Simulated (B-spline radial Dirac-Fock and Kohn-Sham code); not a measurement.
## Kohn-Sham estimates against Dirac-Fock for the levels of Bi⁶⁴⁺

System: Bi⁶⁴⁺ in the configuration 1s2 2s2 2p6 3s2 3p6 3d1.

The density-functional columns are spherical, spin-unpolarised Dirac-Kohn-Sham results without Breit or QED terms: −ε is minus the orbital energy of the initial state and ΔSCF the difference of two total energies. The reference in the last column comes from relaxed Dirac-Fock hole states (ΔSCF) with Breit and QED corrections and a finite nucleus. All numbers are from a radial atomic solver, in eV; a selection of levels is shown. The Kohn-Sham columns are given as differences from the reference. For the 1s level of heavy atoms much of the gap between ΔSCF and the reference is the Breit and QED part, -518.0 eV here; for other levels the error of the functional can be larger.

```tsv
level	LDA −ε − DF	LDA ΔSCF − DF	Dirac-Fock
1s	-202.4	+509.1	95606.7
2s	-199.8	-27.1	21317.8
2p1/2	-141.0	+71.2	20680.8
2p3/2	-160.5	+21.4	18349.7
3s	-94.4	-22.5	8300.3
3p1/2	-56.2	+20.8	8038.3
3p3/2	-62.3	+8.3	7434.6
3d	-77.4	+4.1	7057.2
```

Values without a named source are computed, but for edge energies of neutral atoms, which are taken from tables.
